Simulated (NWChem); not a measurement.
Molecule: C₃H₄F₂Si; SMILES C#C[SiH2]C(F)F

```xyz
10

C      0.6149     2.9798    -0.2612
C      0.0313     1.9361    -0.0495
Si    -0.8289     0.3552     0.2410
C      0.2578    -1.1021    -0.3834
F     -0.4542    -2.2675    -0.1952
F      1.4025    -1.1790     0.3744
H      1.1260     3.9005    -0.4397
H     -2.1126     0.3286    -0.5036
H     -1.0594     0.1350     1.6877
H      0.5621    -1.0683    -1.4373
```
Atoms are numbered in this order, from 1.

Computed with NWChem. Structure relaxed at the B3LYP/6-31G* (spherical d) level. Level: PBE/def2-SVP with SMD (1 M gas to 1 M solution), gas-phase geometry. Reactions with the solvent are ignored.

Problem. Estimate the computed values for solvent toluene. Quantities: solvation free energy (kcal/mol); cavity-dispersion-structure term (kcal/mol); dipole in solution (D).

Solution. 
```
Quantity                                     Result
-------------------------------------------  ------
solvation free energy (kcal/mol)               -1.3
cavity-dispersion-structure term (kcal/mol)     1.4
dipole in solution (D)                         2.23
```
